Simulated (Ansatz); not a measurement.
Consider the ligand exchange at a Ge–C bond: `C#[C][GeH3]` + HBr → `[GeH3][Br]` + `C#C`.

Isolated molecules relaxed with PBE0-D4/def2-TZVP in Ansatz; ΔE leaves out vibrations. CCSD(T)/CBS is the MP2 limit (def2-TZVPP, def2-QZVPP) plus CCSD(T) − MP2 in def2-TZVPP, frozen cores. This one scheme is used for every species. DFT in def2-TZVPP. B3LYP here is the variant with VWN-RPA as its local correlation; programs differ in this. HSE06 is defined as in plane-wave codes. For Br, Ge outer-core shells are correlated without core-valence functions, which leaves a few kJ/mol of doubt a bond. Scalar relativity is left out up to krypton.

```tsv
level	ΔE (kJ/mol)	difference from CCSD(T)/CBS
PBE-D4	-62.1	-1.6
revPBE-D4	-60.8	-0.3
BLYP-D4	-63.0	-2.5
PBE0-D4	-64.7	-4.2
PBE	-62.7	-2.2
B3LYP	-66.1	-5.6
r2SCANh	-65.2	-4.7
r2SCAN0	-66.6	-6.1
HSE06	-65.4	-4.9
RPA@PBE/def2-TZVPP	-51.3	9.2
HF/def2-SVP	-67.6	-7.1
MP2/def2-SVP	-56.1	4.4
CCSD/def2-SVP	-56.2	4.3
MP2/def2-TZVPP	-56.6	3.9
SCS-MP2/def2-TZVPP	-56.9	3.6
MP2/CBS(def2)	-61.6	-1.1
CCSD(T)/CBS	-60.5	0
```

Largest T1 diagnostic among the species: 0.013.

In def2-TZVPP, CCSD(T) changes the Hartree–Fock value by +18.2 kJ/mol (the triples alone add +2.0 kJ/mol) and MP2 by +17.1 kJ/mol. From BLYP to BHLYP (50 % exact exchange), in def2-TZVPP and without D4, ΔE moves by −4.6 kJ/mol. Leaving LDA and LC-ωPBE aside and taking each functional with its dispersion term where it has one, the values, not all of them listed here, spread over 8.5 kJ/mol, from BHLYP-D4 to revPBE-D4. LDA lies +5.9 kJ/mol from PBE without D4.
